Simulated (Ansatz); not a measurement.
Gas-phase electronic energies from Ansatz, PBE0-D4/def2-TZVP geometries. CBS: MP2 limit from def2 TZ/QZ plus the TZ coupled-cluster correction, frozen cores. This one scheme is used for every species. Functionals use def2-TZVPP. B3LYP here is the variant with VWN-RPA as its local correlation; programs differ in this. HSE06 is defined as in plane-wave codes. Triplets are unrestricted, without spin–orbit coupling. Elements past krypton have def2 core potentials. For In outer-core shells are correlated without core-valence functions, which leaves a few kJ/mol of doubt a bond.

Reaction (formal loss of a carbene): `[CH3][In]([Cl])[Cl]` → `[CH2]` (triplet) + `[Cl][InH][Cl]`

```csv
level,ΔE (eV),difference from CCSD(T)/CBS
PBE-D4,4.94,0.02
PBE0-D4,4.83,-0.09
B3LYP-D4,4.80,-0.12
BHLYP-D4,4.66,-0.26
revPBE,4.65,-0.27
r2SCAN,4.62,-0.30
HSE06,4.79,-0.13
CAM-B3LYP,4.76,-0.16
HF/def2-QZVPP,3.28,-1.64
HF/CBS(def2),3.28,-1.64
CCSD(T)/CBS,4.92,0
```

Largest T1 diagnostic among the species: 0.013.

Leaving LDA and LC-ωPBE aside and taking each functional with its dispersion term where it has one, the values, not all of them listed here, spread over 0.36 eV, from r2SCAN0-D4 to ωB97X-V. LDA lies +0.66 eV from PBE without D4. From PBE to PBE0 (25 % exact exchange), in def2-TZVPP and without D4, ΔE moves by −0.10 eV. In def2-TZVPP, CCSD(T) changes the Hartree–Fock value by +1.51 eV (the triples alone add +0.13 eV) and MP2 by +1.71 eV.
